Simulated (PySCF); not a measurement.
SMILES COC(=O)c1ccc(OC)s1, singlet (GFN2-xTB optimised geometry):

```
19

C     -2.559    -3.180    -0.006
O     -1.622    -2.116     0.004
C     -0.325    -2.474    -0.004
O      0.056    -3.621    -0.011
C      0.549    -1.313     0.000
C      1.918    -1.313     0.000
C      2.476    -0.024     0.000
C      1.515     0.952    -0.001
O      1.628     2.291    -0.003
C      2.938     2.820    -0.007
S     -0.092     0.306     0.000
H     -2.323    -3.902     0.779
H     -2.540    -3.693    -0.970
H     -3.533    -2.729     0.165
H      2.492    -2.222     0.000
H      3.533     0.163     0.000
H      2.819     3.902    -0.012
H      3.488     2.514     0.888
H      3.487     2.505    -0.898
```

Computed with B3LYP/def2-SVP (PySCF).

Task: What are the frontier orbital energies and the dipole moment?

Result: HOMO-2 -7.47 eV, HOMO-1 -7.17 eV, HOMO -6.10 eV, LUMO -1.21 eV, LUMO+1 0.98 eV; dipole moment 2.84 D.

Meta-Löwdin charges at B3LYP/def2-SVP: C1 -0.07, O2 -0.35, C3 0.48, O4 -0.46, C5 -0.17, C6 -0.08, C7 -0.21, C8 0.11, O9 -0.32, C10 -0.07, S11 0.26, H12 0.11, H13 0.10, H14 0.11, H15 0.13, H16 0.11, H17 0.12, H18 0.10, H19 0.10.
